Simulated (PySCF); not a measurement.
**Correlation energy of S²⁺ (sulfur, charge +2)**

[Ne] 3s2 3p2, high-spin 3P determinant. Calculation: PySCF 2.14, in aug-cc-pVQZ-DK; scalar relativity by spin-free X2C-1e. Frozen: [Ne]; 4 electrons correlated.

```tsv
level	correlation energy (mhartree)
CCSD	-92.26
(T)	-2.46
CCSD(T)	-94.72
```

Diagnostics: T1 = 0.0086, D1 = 0.0215, largest double amplitude 0.103.

Cost of the coupled-cluster step: of the order of 18 core-seconds, for 4 correlated electrons.
